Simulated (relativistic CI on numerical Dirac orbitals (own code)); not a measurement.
## Se15+: q coefficients and field-shift factors

Method of calculation: Dirac-Coulomb-Breit CI, separate exchange-only KLI orbitals for each configuration, derivatives by finite differences, unscaled Slater integrals, QED left out (own radial code, finite nucleus).

CI space (outside the closed core [Ne]): 3s²3p⁶3d, 3s²3p⁵3d², 3s3p⁶3d², 3s²3p⁶4s, 3s²3p⁶4p, 3p⁶3d³, 3p⁵3d⁴. Double excitations out of closed p, d and f shells are left out; levels of such configurations are missing from the list, as are those of other unlisted configurations, and high levels can miss mixing partners.

With x = (α/α₀)² − 1 an excitation energy changes as ω = ω₀ + qx; K = 2q/ω₀ is the relative enhancement. Terms are leading LS components, so labels can repeat. The field-shift factor is F = δν/δ⟨r²⟩ for the transition from the lowest level.

Lowest level 3s²3p⁶3d ²D3/2.

```csv
Level,ω₀ (cm⁻¹),q (cm⁻¹),K,F (GHz/fm²)
3s²3p⁶3d ²D5/2,11030,10950,1.99,0.0487
3s²3p⁵3d² ⁴D°1/2,643792,14220,0.0442,0.788
3s²3p⁵3d² ⁴D°3/2,647701,16980,0.0524,0.796
3s²3p⁵3d² ⁴D°5/2,654390,22200,0.0678,0.813
3s²3p⁵3d² ⁴D°7/2,664096,29600,0.0891,0.818
3s²3p⁵3d² ⁴G°11/2,684925,23130,0.0675,0.915
3s²3p⁵3d² ⁴G°9/2,685133,18640,0.0544,0.872
3s²3p⁵3d² ⁴G°7/2,688603,17720,0.0515,0.814
3s²3p⁵3d² ⁴G°5/2,690796,12830,0.0372,0.834
3s²3p⁵3d² ⁴P°5/2,696313,23470,0.0674,0.857
3s²3p⁵3d² ⁴P°3/2,703844,23640,0.0672,0.828
3s²3p⁵3d² ⁴F°3/2,706281,19510,0.0552,0.812
3s²3p⁵3d² ⁴P°1/2,714288,35440,0.0992,0.769
3s²3p⁵3d² ²D°5/2,717229,28710,0.08,0.885
3s²3p⁵3d² ⁴F°9/2,718622,29530,0.0822,0.907
3s²3p⁵3d² ⁴F°7/2,719335,23170,0.0644,0.854
3s²3p⁵3d² ²F°5/2,730330,39810,0.109,0.758
3s²3p⁵3d² ⁴F°3/2,732116,35810,0.0978,0.784
3s²3p⁵3d² ⁴F°5/2,737699,56620,0.154,0.608
3s²3p⁵3d² ²F°7/2,738724,36500,0.0988,0.834
3s²3p⁵3d² ²P°1/2,742365,31590,0.0851,0.919
3s²3p⁵3d² ²H°11/2,743344,17870,0.0481,0.955
3s²3p⁵3d² ²F°7/2,745653,19770,0.053,0.928
```

At this charge energies of transitions that change n are usually good to better than 1 %, and those within a shell (Δn = 0) to a few per cent.
